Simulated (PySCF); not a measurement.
IIn (SMILES [In][I]), singlet, geometry from GFN2-xTB (such geometries of metal compounds can be far from the true shape) (core potentials on I, In), atoms displaced at random by about 0.05 Å a coordinate. Base run: HF/def2-SVP (PySCF).

Here is a job for PySCF.
```python
from pyscf import gto, scf
from pyscf.geomopt import geometric_solver

mol = gto.Mole()
mol.atom = '''
    In    0.011933   -0.058047   -1.473163
    I    -0.040801   -0.002817    1.405557
'''
mol.basis = 'def2-svp'
mol.ecp = {'I': 'def2-svp', 'In': 'def2-svp'}
mol.charge = 0
mol.spin = 0
mol.verbose = 3
mol.build()

def method(m):
    mf = scf.RHF(m)
    return mf

conv, mol_eq = geometric_solver.kernel(method(mol), maxsteps=100)
print('optimisation converged:', conv)
print(mol_eq.tostring(format='xyz'))
mf = method(mol_eq)
mf.kernel()
```

The base run was repeated with changes; each row names its change, and settings that it needs were set with it.

| change | ΔE vs base (µEh) | optimiser steps |
|---|---|---|
| base | 0.0 | 4 |
| convergence_set = TURBOMOLE | 0.0 | 5 |
| convergence_set = GAU_VERYTIGHT | 0.0 | 6 |
| trust = 0.02 | 0.0 | 4 |
| trust = 0.5 | 0.0 | 4 |
| convergence_set = GAU_LOOSE | 0.0 | 4 |
| convergence_set = NWCHEM_LOOSE | 0.0 | 4 |
